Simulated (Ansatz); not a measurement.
Species: C$_{3}$H$_{7}$Ge, net charge 0, doublet state. It need not be the lowest isomer of its formula. 
Geometry from a B3LYP-D3(BJ)/def2-TZVP (Ansatz, a first-principles code) optimisation:
SMILES: C=C[CH][GeH3]
```xyz
11

C     -2.3523     0.1515    -0.5219
C     -1.8199    -0.4506     0.5952
C     -0.4696    -0.5439     0.9059
Ge     0.9859     0.1609    -0.1761
H     -3.4197     0.1804    -0.6886
H     -1.7246     0.6165    -1.2718
H     -2.5236    -0.8929     1.2969
H     -0.1996    -1.0500     1.8257
H      2.3158    -0.1567     0.5271
H      0.8595     1.6869    -0.3508
H      0.9929    -0.4753    -1.5798
```
Charge 0, spin multiplicity 2.

Basis-set convergence of Hartree-Fock and MP2 correlation energies (hartree) with Ansatz. Cores are frozen in the correlated levels unless marked. Open shells are spin-unrestricted. Spin-orbit coupling is left out. Frozen are the shells of the preceding noble gas and the d and f shells that filled before the atom's block. No relativistic terms.

The UHF reference is spin-contaminated (<S^2> 0.20 over the pure value in the largest basis). 

```csv
basis,functions,E(HF),"E(corr, MP2)"
aug-cc-pVDZ,168,-2192.97293,-0.48685
aug-cc-pVTZ,358,?,?
```

### Question
Some entries are withheld; supply them.

### Answer

- aug-cc-pVTZ, E(HF): -2193.07445
- aug-cc-pVTZ, E(corr, MP2): -0.58486
